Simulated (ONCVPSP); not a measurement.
phosphorus: one change to an ONCV potential, before and after

P (Z = 15), optimised norm-conserving Vanderbilt (ONCV), made with ONCVPSP 4.0.1 (PBEsol, scalar-relativistic). Core [Ne], reference 3s1 3p4. Waves: 3s: rc 1.35 bohr, ncon 5, nbas 8, qcut 5.7 1/bohr, 2 projectors, debl 0.9 Ha; 3p: rc 1.85 bohr, ncon 4, nbas 8, qcut 4 1/bohr, 2 projectors, debl 1.9 Ha. Local part: polynomial inside 0.85 bohr (lpopt 5, dvloc0 2 Ha). Core correction: polynomial model core, fcfact 0.15.

All-electron outer shells of the reference configuration (PBEsol, scalar-relativistic, ld1.x):

| shell | level (eV) | outermost node (bohr) | outermost maximum (bohr) |
| --- | --- | --- | --- |
| 2s | -175.10 | 0.14 | 0.42 |
| 2p | -125.85 | – | 0.36 |
| 3s | -14.62 | 0.65 | 1.56 |
| 3p | -6.04 | 0.64 | 1.81 |

Change: p: ncon 3, nbas 7.

Cutoffs: the cutoffs (Ha) at which the residual kinetic energy of the hardest occupied pseudo-wave falls to 1 and 0.1 mHa per electron; they do not see the model core or the augmentation charge, which bear on the density cutoff. Errors are all-electron minus pseudo energies relative to the spin-unpolarised reference configuration.

Task: Predict the effect on cutoff, ghosts and configuration errors.

Result: The potential gets neither clearly harder nor softer (66 Ha and 88 Ha → 66 Ha and 88 Ha); both files keep a bound ghost (s); of the 4 tests that both files solve, the error grows in 2 and shrinks in 1 by more than 15 % and 0.3 meV (median size 3.4 → 3.3 meV).

| quantity | base | changed |
| --- | --- | --- |
| cutoff, loose | 66 Ha | 66 Ha |
| cutoff, tight | 88 Ha | 88 Ha |
| loose cutoff by channel | s 66 Ha, p 4.5 Ha | s 66 Ha, p 4.5 Ha |
| bound ghosts | s | s |
| GHOST(+) flags under 300 eV | none | none |
| error for 3s2 3p3, meV [ΔE -8.51 eV] | -0.3 | +0.9 |
| error for 3s2 3p2, meV [ΔE 1.19 eV] | -0.3 | +0.9 |
| error for 3s2 3p1, meV [ΔE 20.30 eV] | +6.5 | +5.8 |
| error for 3s1 3p0, meV [ΔE 101.92 eV] | +87 | +67 |
| s: phases at 1.37 bohr within 0.05 rad from the reference energy up to (Ha; the scan ends near 5) | to the end of the scan | to the end of the scan |
| p: phases at 1.88 bohr within 0.05 rad from the reference energy up to (Ha; the scan ends near 5) | 3.5 | 3.5 |
| rms error of d²Exc/dni dnj with the model core, mHa | 0.14 | 0.15 |

 A true bound ghost makes a file unfit for plane-wave use even where its test errors are small: the radial tests pick states by their node count and pass the ghost by.
